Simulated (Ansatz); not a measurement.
Consider the redistribution: `[F][Ti]([F])([F])[SH]` + `[SiH3][SiH2]O[SiH2]S` → `[F][Ti]([F])([SH])[SH]` + `F[SiH2]O[SiH2][SiH3]`.

Gas-phase electronic energies from Ansatz, PBE0-D4/def2-TZVP geometries. CBS: MP2 limit from def2 TZ/QZ plus the TZ coupled-cluster correction, frozen cores. Functionals use def2-TZVPP. B3LYP here is the variant with VWN-RPA as its local correlation; programs differ in this. For Ti outer-core shells are correlated without core-valence functions, which leaves a few kJ/mol of doubt a bond. Scalar relativity is left out up to krypton. One conformer a species, not always the lowest.

```tsv
level	ΔE (kJ/mol)	difference from CCSD(T)/CBS
r2SCAN-D4	-6.2	13.6
B3LYP-D4	-10.0	9.8
ωB97M-V	-5.4	14.4
B2PLYP	-19.3	0.5
r2SCAN	-6.9	12.9
HF/def2-TZVPP	-15.3	4.5
MP2/def2-TZVPP	-23.3	-3.5
SCS-MP2/def2-QZVPP	-23.3	-3.5
HF/CBS(def2)	-16.9	2.9
MP2/CBS(def2)	-26.7	-6.9
CCSD(T)/CBS	-19.8	0
```

Largest T1 diagnostic among the species: 0.026, so the coupled-cluster value is less sure than usual.

From PBE to PBE0 (25 % exact exchange), in def2-TZVPP and without D4, ΔE moves by −5.0 kJ/mol. The D4 term adds +3.2 kJ/mol with B3LYP and +1.9 kJ/mol with PBE0; it sums over pairs of atoms, weighted by their polarisabilities, and B3LYP, whose exchange is more repulsive, gets the larger term.
